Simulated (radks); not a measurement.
Species: Pr XXXII. Configuration: [Ar] 3d10.

All-electron calculation, scalar-relativistic Kohn-Sham, PBE, spin-unpolarised, spherical densities, point nucleus. Program: a radial shooting solver on a logarithmic mesh with Libxc functionals.

Energy parts (hartree):
total: -8719.8153
kinetic: 9288.0016
electron-nucleus: -19872.9352
Hartree: 2041.6864
exchange-correlation: -176.5682

Orbitals (lengths in bohr, moments of r in powers of bohr; r(max) is where P^2 peaks):
\begin{tabular}{lrrr}
orbital & occ. & eigenvalue (hartree) & r(max) \\ \hline
1s & 2 & -1579.450 & 0.01541 \\
2s & 2 & -288.7164 & 0.08714 \\
2p & 6 & -262.8770 & 0.07016 \\
3s & 2 & -92.32312 & 0.2466 \\
3p & 6 & -84.11083 & 0.2408 \\
3d & 10 & -72.88430 & 0.1966 \\
4s & 0 & -43.92551 & 0.5324 \\
4p & 0 & -40.82030 & 0.5431 \\
\end{tabular}

The highest occupied level is 3d at -1983.3 eV. Summed over all electrons, <r^2> = 1.405 bohr^2, which gives a Langevin (diamagnetic) susceptibility term of -1.11 x 10^-6 cm^3/mol. The density falls to 0.001 e/bohr^3 at r = 0.86 bohr. For comparison, the ionisation energy in NIST's Atomic Spectra Database is 2019 eV (theoretical). In exact Kohn-Sham theory the highest level is minus the ionisation energy, but local and semilocal functionals leave it too shallow, through self-interaction and a potential that decays too fast; potentials with the right tail come closer.
